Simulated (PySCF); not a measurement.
Isomers of C6H15OP, from PBE0-D3(BJ)/def2-SVP geometry optimisation, gas phase in PySCF 2.14.0. One conformer each, no zero-point energy, no frequencies.

Problem. Which is lowest in electronic energy at this level?
A. `[CH3:1][CH2:2][P:3](=[O:4])([CH2:5][CH3:6])[CH2:7][CH3:8]` with C1–C2–P3–O4 -54°, C2–P3–C5–C6 179°, C2–P3–C7–C8 57°: A = 1995, B = 1340, C = 1051 MHz, dipole 4.01 D
B. `[CH3:1][O:2][CH2:3][P:4]([CH3:5])[CH:6]([CH3:7])[CH3:8]` with C1–O2–C3–P4 -178°, O2–C3–P4–C5 56°, C3–P4–C6–C7 173°: A = 2256, B = 1131, C = 911.3 MHz, dipole 1.50 D
C. `[CH3:1][CH2:2][C@@H:3]([CH3:4])[P@H:5](=[O:6])[CH2:7][CH3:8]` with C1–C2–C3–C4 -179°, C2–C3–P5–O6 -47°, C3–P5–C7–C8 -177°: A = 2657, B = 1062, C = 898.4 MHz, dipole 3.73 D
D. `[CH3:1][CH2:2][CH2:3][PH:4][CH2:5][CH2:6][O:7][CH3:8]` with C1–C2–C3–P4 64°, C2–C3–P4–C5 168°, C3–P4–C5–C6 60°, P4–C5–C6–O7 39°, C5–C6–O7–C8 68°: A = 2702, B = 857.5, C = 786.0 MHz, dipole 1.49 D

Solution. A. That is `CCP(CC)(=O)CC` (triethylphosphine oxide), 9.0 kcal/mol below the next.

```csv
SMILES,mapped SMILES,E (Eh),relative (kcal/mol),relative (kJ/mol),dipole (D)
CCP(=O)(CC)CC,[CH3:1][CH2:2][P:3](=[O:4])([CH2:5][CH3:6])[CH2:7][CH3:8],-653.46739,0.0,0.0,4.01
CC[C@@H](C)[P@H](=O)CC,[CH3:1][CH2:2][C@@H:3]([CH3:4])[P@H:5](=[O:6])[CH2:7][CH3:8],-653.45310,9.0,37.5,3.73
COCP(C)C(C)C,[CH3:1][O:2][CH2:3][P:4]([CH3:5])[CH:6]([CH3:7])[CH3:8],-653.41402,33.5,140.1,1.50
CCCPCCOC,[CH3:1][CH2:2][CH2:3][PH:4][CH2:5][CH2:6][O:7][CH3:8],-653.40742,37.6,157.4,1.49
```

As drawn, the lowest has a P=O bond, which the highest lacks.
